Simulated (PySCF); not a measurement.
Predicted microwave data (PBE0/pcSseg-1 in PySCF (dipole) on a GFN2-xTB geometry, gas phase) for one isomer of C4H10O2Si2:

| Quantity | Value |
| --- | --- |
| Rotational constants | A = 2011, B = 799.5, C = 701.2 MHz |
| Dipole components | \|μa\| = 1.18 D, \|μb\| = 0.73 D, \|μc\| = 0.70 D |
| Inertial defect | -162.73 u·Å² |
| κ | -0.85 |

Task: Which candidate fits, each taken in the one conformer that was computed?
A. `[CH:1]#[C:2][CH2:3][CH2:4][O:5][SiH2:6][O:7][SiH3:8]` with C2–C3–C4–O5 68°, C3–C4–O5–Si6 -111°, C4–O5–Si6–O7 171°, O5–Si6–O7–Si8 -47°
B. `[CH2:1]=[CH:2][Si@@H:3]([OH:4])[C:5](=[CH2:6])[O:7][SiH3:8]` with C1–C2–Si3–O4 0°, C2–Si3–O4–H 111°, C2–Si3–C5–C6 70°, Si3–C5–O7–Si8 177°
C. `[CH:1]#[C:2][CH2:3][SiH2:4][O:5][SiH2:6][O:7][CH3:8]` with C2–C3–Si4–O5 60°, C3–Si4–O5–Si6 22°, Si4–O5–Si6–O7 50°, O5–Si6–O7–C8 177°

Result: C. It is C#CC[SiH2]O[SiH2]OC, an asymmetric top, point group C1. The candidates at the same level (rigid rotor, commonest isotopes):

```csv
SMILES,A (MHz),B (MHz),C (MHz),μa (D),μb (D),μc (D),Δ (u·Å²),point group,rotor
C=C[Si@@H](O)C(=C)O[SiH3],2411,751.5,703.9,1.53,0.63,1.03,-164.13,C1,near-prolate asymmetric top
C#CC[SiH2]O[SiH2]OC,2011,799.5,701.2,1.18,0.73,0.70,-162.73,C1,asymmetric top
C#CCCO[SiH2]O[SiH3],2242,711.5,645.5,1.40,0.27,0.27,-152.78,C1,near-prolate asymmetric top
```

`C#CCCO[SiH2]O[SiH3]` has A 12 % too high; `C=C[Si@@H](O)C(=C)O[SiH3]` has A 20 % too high. No structure here is proved a minimum.
